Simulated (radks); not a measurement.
Excited configurations of the neodymium ion Nd43+: one electron is placed in a higher orbital outside [Ne] 3s2 3p4. The ground configuration is [Ne] 3s2 3p5. Method: scalar-relativistic Kohn-Sham, PBE, spin-polarised, spherical densities, finite nucleus; open shells are filled with parallel spins first (spin-orbit coupling, left out, can overturn this in heavy ions); Fermi nuclear charge, rms radius 4.9123 fm; computed with a radial shooting solver on a logarithmic mesh with Libxc functionals. Excitation = E - E(ground); binding = E(ion) - E, where the ion is the core of charge +44; n* = 44/sqrt(2 binding) in atomic units. These energies are relativistic, and a one-electron ion of charge +44 with no core already has n* below n in this formula (scalar-relativistic equation, point nucleus: 4s 3.957, 4d 3.989, 6p 5.972, 6f 5.992, 7p 6.971, 7f 6.991).

| outer orbital | excitation (eV) | binding (eV) | n* | eigenvalue (eV) |
|---|---|---|---|---|
| 4s | 1541.9 | 1965.7 | 3.661 | -1943.3 |
| 4d | 1731.9 | 1775.8 | 3.851 | -1751.6 |
| 6p | 2709.0 | 798.66 | 5.743 | -791.06 |
| 6f | 2754.6 | 753.01 | 5.914 | -744.25 |
| 7p | 2927.6 | 580.07 | 6.739 | -574.57 |
| 7f | 2955.5 | 552.19 | 6.907 | -546.39 |

The Delta-SCF ionisation energy is 3507.7 eV (NIST Atomic Spectra Database: 3465 eV, theoretical). Self-interaction in the functional shifts the binding energies and quantum defects, so they are the method's values and not measured ones. Open shells are spherical and high-spin; term and fine-structure splittings are not resolved. Spin-orbit splitting is averaged out at the scalar-relativistic level.
